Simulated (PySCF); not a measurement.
C₆H₅, SMILES [c]1ccccc1, multiplicity 2.

The structure is a stationary point at PBE0-D3(BJ)/def2-SVP. The isomer is the one that the SMILES or the coordinates give; other isomers of the formula were not compared.

All values below come from SMD-M06-2X/6-31G* (PySCF).

Solvation free energies are E(SMD) − E(gas) at the gas-phase geometry, for 1 M in both phases. In vacuum the dipole moment is 0.71 D.

Computed solvation free energies in water, toluene, acetonitrile:
```json
[
 {"solvent": "water", "ΔG(solv) (kcal/mol)": "-0.9", "its non-electrostatic (CDS) part": "2.9", "dipole (D)": "1.07"},
 {"solvent": "toluene", "ΔG(solv) (kcal/mol)": "-4.9", "its non-electrostatic (CDS) part": "-3.3", "dipole (D)": "0.86"},
 {"solvent": "acetonitrile", "ΔG(solv) (kcal/mol)": "-5.3", "its non-electrostatic (CDS) part": "-1.6", "dipole (D)": "1.05"}
]
```
